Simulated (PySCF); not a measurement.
**Electron correlation in Gd (gadolinium, neutral)**

[Xe] 4f8 5d1 6s1, one real determinant (an excited configuration). Computed with PySCF 2.14 in cc-pVDZ-X2C, with the spin-free X2C one-electron Hamiltonian (Gaussian nucleus). Frozen: [Kr] 4d10; 18 electrons correlated.

MP2 pair energies summed by pair of shells (mhartree):

```tsv
pair	energy	share (%)
4f-4f	-163.73	30.2
4f-5p	-151.15	27.9
5p-5p	-108.10	20.0
4f-5s	-31.10	5.7
5s-5p	-30.42	5.6
5p-5d	-18.69	3.4
5p-6s	-13.38	2.5
4f-5d	-9.02	1.7
5s-5s	-5.69	1.1
4f-6s	-4.86	0.9
5d-6s	-3.13	0.6
5s-5d	-1.83	0.3
5s-6s	-0.62	0.1
```

Total MP2 correlation energy: -541.72 mhartree.

Same-spin part -246.27 and opposite-spin part -295.45 mhartree; SCS-MP2 scales them by 1/3 and 6/5 to -436.63 mhartree.

The reference is one real determinant that mixes LS terms of this configuration.
